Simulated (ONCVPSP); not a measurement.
vanadium, ONCV: configuration errors across variants

```
Element                 : vanadium
Generator               : ONCVPSP 4.0.1
Type                    : optimised norm-conserving Vanderbilt (ONCV)
Functional              : PBEsol
Relativity              : scalar-relativistic
Frozen core             : [Ne]
Valence charge          : 13
Reference configuration : 3s2 3p6 3d3 4s2
Partial waves           : 3s+4s: rc 1.40 bohr, ncon 3, nbas 7, qcut 9.3 1/bohr, 2 projectors; 3p: rc 1.05 bohr, ncon 5, nbas 8, qcut 7.7 1/bohr, 3 projectors, debl 0.9 Ha; 3d: rc 1.85 bohr, ncon 4, nbas 9, qcut 8.6 1/bohr, 1 projector
Local potential         : polynomial inside 0.90 bohr (lpopt 1, dvloc0 4 Ha)
Core correction         : Teter function, fcfact 2.75, rcfact 1.15
```

In the p channel the program set the typed energies aside and used -1.615, 0.250, 1.150 Ha.

All-electron excitation energies from the reference (eV): (1) 3s2 3p6 3d3 4s1 7.750; (2) 3s2 3p6 3d3 4s0 21.954; (3) 3s2 3p6 3d2 4s0 50.804; (4) 3s2 3p6 3d3 4s0 4p2 6.879.

A true bound ghost makes a file unfit for plane-wave use even where its test errors are small: the radial tests pick states by their node count and pass the ghost by.

Errors AE − PS in meV (a dash: test not solved or not reliable):

```csv
change,(1),(2),(3),(4),bound ghosts,GHOST(+) flags above zero
base,+0.4,+2.4,+33,+0.6,p,none
"all radii but the core radius scaled by about 0.80 (s 1.12, p 0.84, d 1.48 bohr); local potential polynomial inside 0.72 bohr (lpopt 1, dvloc0 4 Ha)",0.0,+1.0,+14,+0.3,p,"s, p"
s: nbas 6,+0.4,+2.5,+33,+0.7,p,none
p: nproj 1,+0.4,+2.3,+33,+17,none,none
"local potential polynomial inside 0.65 bohr (lpopt 5, dvloc0 0 Ha)",+0.4,+2.4,+33,+0.7,p,s
"d: ncon 3, nbas 8",+0.5,+2.7,+36,+0.7,p,none
d: qcut 8.9,+0.3,+2.1,+30,+0.6,p,none
d: qcut 13.1,-0.5,-1.3,-5.8,-0.4,p,none
```

**Question.** Give the same row for: core correction Teter function, fcfact 5.6, rcfact 1.15.

**Answer.** +0.4, +2.3, +33, +0.6; bound ghosts: p; GHOST(+) flags above zero: none.
